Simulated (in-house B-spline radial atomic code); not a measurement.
## RPA and G0W0 on BLYP: Br²⁺

Configuration [Ar] 3d10 4s2 4p3, highest spin, mean-field start BLYP. Computed with a B-spline radial code for spherical atoms: all electrons, non-relativistic, point nucleus, each spin shell either full or empty, empty states to l = 9 with an (l + 1/2)⁻⁴ tail; G0W0 by contour deformation at full frequency.

Command:
```bash
python run_gw.py task.json out
```
Settings (radii: box in bohr, nucleus in fm):
```
Z                        35
electrons                33
configuration            [Ar] 3d10 4s2 4p3
hamiltonian              nr
method                   b88,lyp
lmax                     9
spin_polarised           True
box_radius               17.55
intervals                52
```

Cost of the run: 4.1 s on 1 thread of Arm Neoverse N1 (shared host).

Energies (hartree):

```json
{"term": "mean-field total", "value": "-2572.98843"}
{"term": "Hartree-Fock functional on these orbitals", "value": "-2571.27925"}
{"term": "direct second order", "value": "-2.8069"}
{"term": "second-order exchange", "value": "0.81998"}
{"term": "SOSEX correction", "value": "0.75027"}
```

Task: What is the RPA correlation energy, and what remains with SOSEX?

Result: RPA gives -2.4218 hartree (-2 eV per electron); RPA + SOSEX gives -1.6716, and the second-order doubles -1.987 hartree (no singles). RPA lacks exchange-type terms and so overcorrelates at short range.

Quasi-particle levels (eV):

```json
{"level": "4p up", "occupied": "yes", "mean field": "-29.061", "Σx - vxc": "-6.00", "Σc": "?", "QP weight": "?", "G0W0": "?"}
{"level": "4s down", "occupied": "yes", "mean field": "-39.17", "Σx - vxc": "-3.31", "Σc": "-2.15", "QP weight": "0.920", "G0W0": "-44.63"}
{"level": "4p down", "occupied": "no", "mean field": "-26.433", "Σx - vxc": "7.35", "Σc": "-2.83", "QP weight": "0.926", "G0W0": "-21.910"}
```

G0W0 = mean field + (Σx - vxc) + Σc, with Σc (partial-wave tail included) taken at the quasi-particle energy. Only the outer levels were computed. Levels of low weight are left out.

Task: Where does G0W0 put 4p up?

Result: At -35.21 eV, with Σc = -0.14 eV and a quasi-particle weight of 0.921. The tabulated removal energy is 34.871 ± 0.019 eV (NIST, measured); the calculation leaves out relativity, Breit and QED terms, and what these don't explain is the method's own error.
